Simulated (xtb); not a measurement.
xtb input (GFN2-xTB):

```bash
xtb mol.xyz --gfn 2 --ohess tight --chrg -1 --uhf 0
```
mol.xyz:
```
12

Si     0.81539533     0.99204674    -0.40259531
C      1.87262503    -0.57470218    -0.30940576
Cl     1.70048096     2.46264335     0.60608539
N     -0.73257288     0.72111893     0.39578060
Si    -2.00325637    -0.38927412    -0.02313520
H      1.35772957    -1.41024768    -0.81765476
H      2.81964309    -0.45722754    -0.84471415
H      2.07385205    -0.84845844     0.69516065
H     -0.97376363     1.44334876     1.05249397
H     -2.81379681    -0.43728722     1.20538515
H     -1.40678262    -1.67108946    -0.34971857
H     -2.75869339     0.05099944    -1.18565385
```

Output:

```
           -------------------------------------------------
          |                Calculation Setup                |
           -------------------------------------------------

           -------------------------------------------------
          |                 G F N 2 - x T B                 |
           -------------------------------------------------

        Reference                      10.1021/acs.jctc.8b01176
      * Hamiltonian:
        H0-scaling (s, p, d)           1.850000    2.230000    2.230000
        zeta-weighting                 0.500000
      * Dispersion:
        s8                             2.700000
        a1                             0.520000
        a2                             5.000000
        s9                             5.000000
      * Repulsion:
        kExp                           1.500000    1.000000
        rExp                           1.000000
      * Coulomb:
        alpha                          2.000000
        third order                    shell-resolved
        anisotropic                    true
        a3                             3.000000
        a5                             4.000000
        cn-shift                       1.200000
        cn-exp                         4.000000
        max-rad                        5.000000

          ...................................................
          :                      SETUP                      :
          :.................................................:
          :  # basis functions                  45          :
          :  # atomic orbitals                  42          :
          :  # shells                           20          :
          :  # electrons                        32          :
          :  max. iterations                   250          :
          :  Hamiltonian                  GFN2-xTB          :
          :  restarted?                      false          :
          :  GBSA solvation                  false          :
          :  PC potential                    false          :
          :  electronic temp.          300.0000000     K    :
          :  accuracy                    1.0000000          :
          :  -> integral cutoff          0.2500000E+02      :
          :  -> integral neglect         0.1000000E-07      :
          :  -> SCF convergence          0.1000000E-05 Eh   :
          :  -> wf. convergence          0.1000000E-03 e    :
          :  Broyden damping             0.4000000          :
          :  net charge                         -1          :
          :  unpaired electrons                  0          :
          ...................................................

 iter      E             dE          RMSdq      gap      omega  full diag
   1    -16.8948519 -0.168949E+02  0.107E+01    2.82       0.0  T
   2    -16.9941902 -0.993383E-01  0.761E+00    0.74       1.0  T
   3    -16.9919485  0.224169E-02  0.345E+00    2.31       1.0  T
   4    -17.0050127 -0.130642E-01  0.131E+00    1.46       1.0  T
   5    -17.0074703 -0.245756E-02  0.474E-01    1.78       1.0  T
   6    -17.0077411 -0.270800E-03  0.310E-01    1.76       1.0  T
[...]
   Z      Z             #   av. dist./Å        max./Å        min./Å
   1 H    6 C           3     1.0923158     1.0931287     1.0909580
   1 H    7 N           1     1.0102649     1.0102649     1.0102649
   1 H   14 Si          3     1.4779988     1.4870096     1.4676101
   7 N   14 Si          2     1.7433473     1.7998432     1.6868514

           -------------------------------------------------
          |               Frequency Printout                |
           -------------------------------------------------
 projected vibrational frequencies (cm⁻¹)
eigval :       -0.00    -0.00    -0.00     0.00     0.00     0.00
eigval :       46.15    96.24   116.96   126.57   150.56   162.68
eigval :      247.92   249.85   403.12   541.30   570.55   652.08
eigval :      679.97   768.48   780.17   796.81   842.44   875.63
eigval :      997.98  1139.42  1366.47  1511.12  1526.34  2009.31
eigval :     2089.92  2194.21  2937.18  2952.55  2980.41  3418.38
 reduced masses (amu)
   1: 23.57   2: 23.46   3: 26.64   4: 29.36   5: 26.68   6: 17.02   7: 14.26   8: 20.51
   9:  6.52  10:  5.49  11: 14.90  12: 24.09  13: 15.51  14: 25.41  15:  4.28  16: 10.05
  17:  4.30  18: 14.06  19: 12.95  20:  2.68  21:  3.84  22:  4.08  23:  2.94  24:  2.32
  25: 12.98  26:  7.45  27:  3.05  28:  1.63  29:  1.63  30:  1.97  31:  1.72  32:  1.73
  33:  1.81  34:  1.76  35:  1.58  36:  1.87
 IR intensities (km·mol⁻¹)
   1:  0.85   2:  2.01   3:  8.32   4:  8.07   5:  7.63   6:  0.29   7:  1.16   8:  1.26
   9:  0.55  10:  0.92  11:  4.24  12: 14.87  13: 14.29  14: 91.82  15: 52.87  16: 33.03
  17: 80.86  18: 53.36  19:228.29  20:132.03  21:112.56  22:116.96  23:316.22  24:245.63
  25:167.78  26:304.87  27:  0.15  28:  1.26  29:  2.06  30:567.82  31:538.23  32:328.91
  33: 73.55  34: 88.29  35: 64.97  36: 12.63
 Raman intensities (Ä⁴*amu⁻¹)
   1:  0.00   2:  0.00   3:  0.00   4:  0.00   5:  0.00   6:  0.00   7:  0.00   8:  0.00
   9:  0.00  10:  0.00  11:  0.00  12:  0.00  13:  0.00  14:  0.00  15:  0.00  16:  0.00
  17:  0.00  18:  0.00  19:  0.00  20:  0.00  21:  0.00  22:  0.00  23:  0.00  24:  0.00
  25:  0.00  26:  0.00  27:  0.00  28:  0.00  29:  0.00  30:  0.00  31:  0.00  32:  0.00
  33:  0.00  34:  0.00  35:  0.00  36:  0.00
Molecule has no symmetry elements
It seems to be the C1 point group
 output can be read by thermo (or use thermo option).
 writing <g98.out> molden fake output.
 recommended (thermochemical) frequency scaling factor: 1.0
           -------------------------------------------------
          |             Thermodynamic Functions             |
           -------------------------------------------------

c1  symmetry found (for desy threshold:  0.10E+00) used in thermo

          ...................................................
          :                      SETUP                      :
          :.................................................:
          :  # frequencies                          30      :
          :  # imaginary freq.                       0      :
          :  linear?                             false      :
          :  only rotor calc.                    false      :
          :  symmetry                               c1      :
          :  rotational number                       1      :
          :  scaling factor                  1.0000000      :
          :  rotor cutoff                   50.0000000 cm⁻¹ :
          :  imag. cutoff                  -20.0000000 cm⁻¹ :
          :.................................................:

    mode    ω/cm⁻¹     T·S(HO)/kcal·mol⁻¹    T·S(FR)/kcal·mol⁻¹   T·S(vib)
   ------------------------------------------------------------------------
       1     46.15    -1.48359 ( 42.05%)    -1.07998 ( 57.95%)    -1.24970
       2     96.24    -1.05222 ( 93.21%)    -0.86243 (  6.79%)    -1.03933
       3    116.96    -0.93919 ( 96.77%)    -0.80468 (  3.23%)    -0.93484
       4    126.57    -0.89369 ( 97.62%)    -0.78128 (  2.38%)    -0.89102
       5    150.56    -0.79461 ( 98.80%)    -0.72989 (  1.20%)    -0.79383
       6    162.68    -0.75086 ( 99.12%)    -0.70697 (  0.88%)    -0.75048
       7    247.92    -0.52036 ( 99.83%)    -0.58218 (  0.17%)    -0.52047
       8    249.85    -0.51629 ( 99.84%)    -0.57989 (  0.16%)    -0.51639
   ------------------------------------------------------------------------

   temp. (K)  partition function   enthalpy   heat capacity  entropy
                                   cal/mol     cal/K/mol   cal/K/mol   J/K/mol
 298.15  VIB   818.                 4142.097     23.986     26.366
         ROT  0.368E+06              888.752      2.981     28.448
         INT  0.301E+09             5030.849     26.967     54.814
         TR   0.135E+28             1481.254      4.968     40.358
         TOT                        6512.1032    31.9348    95.1717   398.1982

       T/K    H(0)-H(T)+PV         H(T)/Eh          T*S/Eh         G(T)/Eh
   ------------------------------------------------------------------------
    298.15    0.103777E-01    0.860829E-01    0.452191E-01    0.408638E-01
   ------------------------------------------------------------------------

         :::::::::::::::::::::::::::::::::::::::::::::::::::::
         ::                  THERMODYNAMIC                  ::
         :::::::::::::::::::::::::::::::::::::::::::::::::::::
         :: total free energy         -16.848836488765 Eh   ::
         ::.................................................::
         :: total energy              -16.889700309973 Eh   ::
         :: zero point energy           0.075705249555 Eh   ::
         :: G(RRHO) w/o ZPVE           -0.034841428346 Eh   ::
         :: G(RRHO) contrib.            0.040863821209 Eh   ::
         :::::::::::::::::::::::::::::::::::::::::::::::::::::

optimized geometry written to: xtbopt.xyz

           -------------------------------------------------
          | TOTAL ENERGY              -16.889700309973 Eh   |
          | TOTAL ENTHALPY            -16.803617363399 Eh   |
          | TOTAL FREE ENERGY         -16.848836488765 Eh   |
          | GRADIENT NORM               0.000127866282 Eh/α |
          | HOMO-LUMO GAP               3.220243964487 eV   |
           -------------------------------------------------

------------------------------------------------------------------------
------------------------------------------------------------------------
Note: The following floating-point exceptions are signalling: IEEE_UNDERFLOW_FLAG IEEE_DENORMAL
normal termination of xtb
 total:
 SCF:
 ANC optimizer:
 analytical hessian:
```

It need not be the lowest isomer of its formula. Whether it binds its extra electron was not tested at this geometry.
